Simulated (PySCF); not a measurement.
UHF on P⁺ (phosphorus, charge +1)

Configuration: [Ne] 3s2 3p2, high-spin 3P determinant. All numbers are calculated (PySCF 2.14, no relativity, point nucleus, in dyall-av2z (13s9p2d, 50 functions)).

```json
{
 "Total energy": "-340.343848 hartree",
 "One-electron energy": "-465.7528 hartree",
 "Hartree (Coulomb) energy": "147.7717 hartree",
 "Exchange energy": "-22.3628 hartree",
 "Kinetic energy": "340.34357 hartree",
 "⟨S²⟩": "2.0111",
 "⟨L²⟩": "2.033",
 "Sum of ⟨r⟩": "12.12 bohr",
 "Sum of ⟨r²⟩": "21.11 bohr²",
 "Traceless quadrupole moment −½Σ⟨3z² − r²⟩ along its main axis": "2.16 e·bohr²",
 "Density at the nucleus (Gaussians lack the cusp)": "2140 bohr⁻³",
 "Spin density at the nucleus": "0.00571 bohr⁻³",
 "Langevin diamagnetic susceptibility": "-16.7 ×10⁻⁶ cm³/mol"
}
```

```json
{"shell": "1s α", "electrons": "1", "mean orbital energy (eV)": "-2187.5", "spread (eV)": "0", "rms radius, mean of both spins (bohr)": "0.120"}
{"shell": "1s β", "electrons": "1", "mean orbital energy (eV)": "-2187.1", "spread (eV)": "0", "rms radius, mean of both spins (bohr)": "0.120"}
{"shell": "2s α", "electrons": "1", "mean orbital energy (eV)": "-215.63", "spread (eV)": "0", "rms radius, mean of both spins (bohr)": "0.562"}
{"shell": "2s β", "electrons": "1", "mean orbital energy (eV)": "-215.14", "spread (eV)": "0", "rms radius, mean of both spins (bohr)": "0.562"}
{"shell": "2p α", "electrons": "3", "mean orbital energy (eV)": "-158.36", "spread (eV)": "0.470", "rms radius, mean of both spins (bohr)": "0.540"}
{"shell": "2p β", "electrons": "3", "mean orbital energy (eV)": "-157.45", "spread (eV)": "0.556", "rms radius, mean of both spins (bohr)": "0.540"}
{"shell": "3s α", "electrons": "1", "mean orbital energy (eV)": "-30.997", "spread (eV)": "0", "rms radius, mean of both spins (bohr)": "1.99"}
{"shell": "3s β", "electrons": "1", "mean orbital energy (eV)": "-25.467", "spread (eV)": "0", "rms radius, mean of both spins (bohr)": "1.99"}
{"shell": "3p α", "electrons": "2", "mean orbital energy (eV)": "-19.697", "spread (eV)": "0", "rms radius, mean of both spins (bohr)": "2.32"}
```

Spin-orbit constants ζ (cm⁻¹) from the X2C one-electron operator on these orbitals (non-relativistic here): bare nucleus, nucleus screened by l(l+1)(2l+1)/3 electrons, and screened by the Breit-Pauli mean field of the electrons.

| shell | bare | screened nucleus | mean field |
| --- | --- | --- | --- |
| 2p | 5408 | 4687 | 4357 |
| 3p | 345.9 | 299.7 | 273.9 |

To first order the Landé constant is A = 137.0 cm⁻¹, so the lowest level has J = 0 and lies 0.0340 eV below the centre of the term. This holds in LS coupling only.
